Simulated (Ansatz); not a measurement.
`C=C[Si](N)(N)N` → 2 C• + 9 H• + 3 N• + Si•  (atomization)

Isolated molecules relaxed with PBE0-D4/def2-TZVP in Ansatz; ΔE leaves out vibrations. CBS: MP2 limit from def2 TZ/QZ plus the TZ coupled-cluster correction, frozen cores. This one scheme is used for every species, atoms too. For atomizations the MP2-based limit and the directly extrapolated one differ by several kJ/mol either way, and by 10 to 25 for some Ge, Se and Sn compounds, so smaller differences from it don't rank the levels. DFT in def2-TZVPP. Open shells (•) are unrestricted, without spin–orbit coupling. Spin–orbit coupling would lower the free atoms: a little for C, Si. One conformer a species, not always the lowest.

`C=C[Si](N)(N)N`:

Z-matrix (Å, degrees):
```
Si
C 1 1.866
N 1 1.716 2 119.6
N 1 1.719 2 105.5 3 115.4
N 1 1.719 2 104.0 3 -114.7
C 2 1.331 1 124.3 3 -94.9
H 2 1.090 1 118.2 3 83.3
H 3 1.007 1 118.9 2 -73.2
H 3 1.007 1 119.5 2 69.4
H 4 1.007 1 119.2 2 -170.7
H 4 1.007 1 120.2 2 45.8
H 5 1.007 1 120.3 2 -179.9
H 5 1.007 1 119.9 2 -35.4
H 6 1.087 2 122.5 1 178.6
H 6 1.087 2 121.3 1 -0.9
```

```tsv
level	ΔE (kJ/mol)
PBE-D4	5838.1
revPBE	5593.4
```

Problem. What does CCSD(T)/CBS give? (Best estimate.)

Solution. Computed: +5730.1 kJ/mol. The listed levels differ from it by 108.0, -136.7 kJ/mol.

Largest T1 diagnostic among the species: 0.012.

At CCSD(T), def2-SVP lies −435.0 kJ/mol from the extrapolated value and def2-TZVPP −179.8 kJ/mol: correlation converges slowly with the basis, and small sets miss more of it in the bonded molecule than in its fragments. From r2SCAN to r2SCAN0 (25 % exact exchange), in def2-TZVPP and without D4, ΔE moves by −88.4 kJ/mol: exact exchange takes away binding that semilocal exchange gives to molecules.
